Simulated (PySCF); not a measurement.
Isomers of C6H14N2Si2, one conformer each; single-point electronic energies without zero-point terms and without any empirical dispersion term.

Computed with PySCF at PBE0/pcSseg-1, non-relativistic, each on one gas-phase PBE0-D3(BJ)/def2-SVP geometry that isn't relaxed in the solvent. The solvent is an IEF-PCM continuum (Bondi radii, 1.10 Å for H, scaled by 1.2). Specific hydrogen bonds and non-electrostatic terms are outside this model.

```json
{"isomer": "`C1=C[Si@H](N)C=C[Si@H]1N(C)C`", "relative energy, gas (kcal/mol)": "0.0", "dipole (D)": "0.63"}
{"isomer": "`C#CC(=C)N([SiH3])[SiH2]N(C)C`", "relative energy, gas (kcal/mol)": "45.4", "dipole (D)": "1.08"}
```

How do the relative energies look in acetonitrile (ε = 35.69)?

| isomer | relative energy, solvent (kcal/mol) | E(solvent) − E(gas) (kcal/mol) | dipole in solvent (D) |
| --- | --- | --- | --- |
| `C1=C[Si@H](N)C=C[Si@H]1N(C)C` | 0.0 | -4.6 | 0.75 |
| `C#CC(=C)N([SiH3])[SiH2]N(C)C` | 46.2 | -3.8 | 1.27 |

The order is unchanged. Conformers: `[CH3:1][N:2]([CH3:3])[Si@H:4]1[CH:5]=[CH:6][Si@H:7]([NH2:8])[CH:9]=[CH:10]1` with C1–N2–Si4–C5 -68°, C6–Si7–N8–H 156° and -62°; `[CH:1]#[C:2][C:3](=[CH2:4])[N:5]([SiH3:6])[SiH2:7][N:8]([CH3:9])[CH3:10]` with C2–C3–N5–Si6 -21°, C3–N5–Si7–N8 -50°, N5–Si7–N8–C9 113°. `C1=C[Si@H](N)C=C[Si@H]1N(C)C` gains most from the continuum, while `C#CC(=C)N([SiH3])[SiH2]N(C)C` has the largest gas-phase dipole. The gains span 0.8 kcal/mol, the gas-phase energies 45.4 kcal/mol.
